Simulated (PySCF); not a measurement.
BH₂O₂, SMILES [B](O)O (connectivity only; charge and spin as stated), charge +1, multiplicity 1. Geometry optimised at B3LYP-D3(BJ)/def2-TZVP. The multiplicity is an assumed one; other spin states were not compared. The isomer is the one that the SMILES or the coordinates give; other isomers of the formula were not compared. One conformer was computed; it need not be the lowest.

PySCF with TDDFT-PBE0/def2-SVPD puts the lowest singlet excitations at 9.84, 10.00, 10.02, 10.26, 10.33, 11.42 eV.

**Question.** What are the lowest excitation roots from PySCF 2.14.0 with ADC(2)/aug-cc-pVDZ? (The exact figures need the calculation; the answer reports its results.)

**Answer.** 9.90, 9.91, 10.23, 10.26, 10.41, 11.43 eV. S1 differs by 0.07 eV (second minus first; roots are paired by order, and the bases may differ).
